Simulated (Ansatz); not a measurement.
`CO[Si](C)(N)Cl` → `C[Si]Cl` + `CON`  (silylene formation by 1,1-elimination)

Computed with Ansatz on PBE0-D4/def2-TZVP structures; ΔE is electronic, products minus reactants. CCSD(T)/CBS is the MP2 limit (def2-TZVPP, def2-QZVPP) plus CCSD(T) − MP2 in def2-TZVPP, frozen cores. This one scheme is used for every species. Functionals use def2-TZVPP. One conformer a species, not always the lowest.

```tsv
level	ΔE (kJ/mol)	difference from CCSD(T)/CBS
PBE-D4	552.2	-40.6
ωB97X-V	589.1	-3.7
ωB97M-V	581.1	-11.7
B2PLYP	578.0	-14.8
PBE	538.0	-54.8
r2SCAN	594.3	1.5
SCS-MP2/def2-TZVPP	597.3	4.5
CCSD(T)/def2-TZVPP	583.0	-9.8
MP2/def2-QZVPP	623.0	30.2
MP2/CBS(def2)	626.5	33.7
CCSD(T)/CBS	592.8	0
```

Largest T1 diagnostic among the species: 0.012.

The D4 term adds +22.4 kJ/mol with B3LYP and +12.6 kJ/mol with PBE0; it sums over pairs of atoms, weighted by their polarisabilities, and B3LYP, whose exchange is more repulsive, gets the larger term. From PBE to PBE0 (25 % exact exchange), in def2-TZVPP and without D4, ΔE moves by +31.7 kJ/mol.

B3LYP here is the variant with VWN-RPA as its local correlation; programs differ in this.
